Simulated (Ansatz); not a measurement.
Computed with PBE-D3(BJ)/def2-TZVP (Ansatz, a quantum-chemistry and plane-wave program). No frequencies were computed at this level.

Ansatz 0.2 input:
```yaml
crystal:
  periodic: [false, false, false]
  atoms:
    - { symbol: C, position_ang: [-1.225832, 0.04019, -0.021898] }
    - { symbol: S, position_ang: [-0.037869, -0.461677, 1.272518] }
    - { symbol: C, position_ang: [1.225827, -0.040398, 0.021823] }
    - { symbol: S, position_ang: [0.037482, 0.447091, -1.277728] }
    - { symbol: H, position_ang: [-1.868023, -0.780957, -0.333484] }
    - { symbol: H, position_ang: [-1.811403, 0.909306, 0.270506] }
    - { symbol: H, position_ang: [1.823415, -0.902297, -0.267653] }
    - { symbol: H, position_ang: [1.856404, 0.788742, 0.335915] }
basis:
  gaussian: { orbitals: def2-tzvp }
hamiltonian:
  xc: pbe
  dispersion: d3bj
relax:
  max_steps: 150
```

Output:

```
Functional definition: PBE
1058 factors; their error is unknown
mean field evaluation 1: about -23787.3785 eV, gradient 6.9e1 eV
mean field evaluation 2: about -23755.5160 eV, gradient 1.2e2 eV
mean field evaluation 4: about -23798.5418 eV, gradient 4.6e0 eV
mean field evaluation 8: about -23798.5900 eV, gradient 2.6e-2 eV
mean field evaluation 16: about -23798.5642 eV, gradient 5.6e-4 eV
mean field -23798.56422218 eV, -874.5811039188 hartree, gradient 8.1e-6 eV, S^2 0.000000; 0 other end points of the search recorded, 0 dependent functions left out
reference -23798.56425744 eV, -874.5811052147 hartree; 24, 24 occupied and 136, 136 virtual orbitals, 1058 factors
relax step   1: F+E_penalty+E_count = -23798.77316929 eV  Δ(F+E_penalty+E_count) = +0.000e0 eV  max|allowed force component| = 2.485e-1 eV/Å  Δτ_max = 0.0000 Å  (30 SCF iters, accepted)
these checks for a lower state are left out or cut short: starts, cluster_reference, orbital_swaps, neighbouring_geometries, increment
1058 factors; their error is unknown
mean field -23798.57840561 eV, -874.5816251503 hartree, gradient 2.7e-5 eV, S^2 0.000000; 0 other end points of the search recorded, 0 dependent functions left out
reference -23798.57844081 eV, -874.5816264440 hartree; 24, 24 occupied and 136, 136 virtual orbitals, 1058 factors
relax step   2: F+E_penalty+E_count = -23798.78660642 eV  Δ(F+E_penalty+E_count) = -1.344e-2 eV  max|allowed force component| = 1.453e-1 eV/Å  Δτ_max = 0.0300 Å  (30 SCF iters, accepted)
these checks for a lower state are left out or cut short: starts, cluster_reference, orbital_swaps, neighbouring_geometries, increment
1058 factors; their error is unknown
mean field evaluation 32: about -23798.5801 eV, gradient 2.9e-3 eV
mean field -23798.58010443 eV, -874.5816875810 hartree, gradient 5.0e-6 eV, S^2 0.000000; 0 other end points of the search recorded, 0 dependent functions left out
reference -23798.58013973 eV, -874.5816888780 hartree; 24, 24 occupied and 136, 136 virtual orbitals, 1058 factors
relax step   3: F+E_penalty+E_count = -23798.78826705 eV  Δ(F+E_penalty+E_count) = -1.661e-3 eV  max|allowed force component| = 4.786e-2 eV/Å  Δτ_max = 0.0052 Å  (32 SCF iters, accepted)
these checks for a lower state are left out or cut short: starts, cluster_reference, orbital_swaps, neighbouring_geometries, increment
1058 factors; their error is unknown
mean field -23798.58027994 eV, -874.5816940306 hartree, gradient 5.0e-6 eV, S^2 0.000000; 0 other end points of the search recorded, 0 dependent functions left out
reference -23798.58031525 eV, -874.5816953283 hartree; 24, 24 occupied and 136, 136 virtual orbitals, 1058 factors
relax step   4: F+E_penalty+E_count = -23798.78839081 eV  Δ(F+E_penalty+E_count) = -1.238e-4 eV  max|allowed force component| = 8.839e-3 eV/Å  Δτ_max = 0.0018 Å  (33 SCF iters, accepted)
1058 factors; their error is unknown
mean field evaluation 64: about -23798.5803 eV, gradient 9.9e-4 eV
mean field -23798.58027994 eV, -874.5816940306 hartree, gradient 5.0e-6 eV, S^2 0.000000; 1 other end points of the search recorded, 0 dependent functions left out
reference -23798.58031525 eV, -874.5816953283 hartree; 24, 24 occupied and 136, 136 virtual orbitals, 1058 factors
Total energy: -23798.78842612 eV, -874.5893432618 hartree
Atom 0 at    -1.242890     0.040812    -0.022180 Å, force    -0.008839    -0.000035    -0.000274 eV/Å
Atom 1 at    -0.037652    -0.458068     1.267003 Å, force    -0.000186    -0.001731     0.007246 eV/Å
Atom 2 at     1.242888    -0.040897     0.022149 Å, force     0.008822    -0.000616     0.000041 eV/Å
Atom 3 at     0.037342     0.446399    -1.271171 Å, force     0.000226     0.003241    -0.006707 eV/Å
Atom 4 at    -1.895779    -0.783833    -0.335329 Å, force     0.000968     0.002234     0.000825 eV/Å
Atom 5 at    -1.841823     0.912573     0.270771 Å, force     0.000656    -0.002717    -0.000949 eV/Å
Atom 6 at     1.850970    -0.906991    -0.268512 Å, force    -0.000848     0.002294     0.000792 eV/Å
Atom 7 at     1.886944     0.790005     0.337267 Å, force    -0.000799    -0.002669    -0.000975 eV/Å
Dipole moment:     0.000060     0.002275     0.000813 e Å
```

Cost: about 25 core-seconds (a rough figure).
